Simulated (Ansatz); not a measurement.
In₃N₃⁺, relaxed as a doublet with UKS PBE-D4/def2-SVP in Ansatz, starting from the GFN2-xTB geometry. Force threshold 0.02 eV/Å.

In the def2 sets In takes a core potential; there is no spin–orbit coupling. The relaxation made no stability test and no search for a lower SCF solution. The structure comes from a short search, and lower isomers may exist.

Start:

```xyz
6

In    1.159   -0.776    3.211
In   -0.567   -1.799   -0.175
In    0.613    1.772    0.263
N    -0.989    0.022   -2.293
N     0.427   -0.284    1.160
N    -0.644    1.065   -2.166
```

Problem. Estimate the energy that the relaxation releases and the steps that it takes.

Solution. 22.1 kJ/mol, in 6 steps; 11 s on 4 threads of Arm Neoverse V2 on a shared host. No frequencies were taken in this run, so the end may be a saddle point.

Problem. Does the start keep its bonding and symmetry?

Solution. Bonds lost: In2–N4, In3–N6 (atoms count from 1). The end holds 2 separate pieces. Point group C2v at the start, C2v at the end, both within 0.05 Å; within 0.015 Å the end is Cs.

Problem. Predict the relaxed structure.

Solution. 
```xyz
6

In    1.1514   -0.7705    3.1831
In   -0.5110   -1.8769    0.0046
In    0.6920    1.7624    0.4503
N    -1.0743    0.0737   -2.5242
N     0.4682   -0.3126    1.2799
N    -0.7263    1.1238   -2.3937
```
Bond lengths (bridged metal pairs left out): 3 × In–N 2.07 to 2.25 Å; 1 × N–N 1.11 Å.
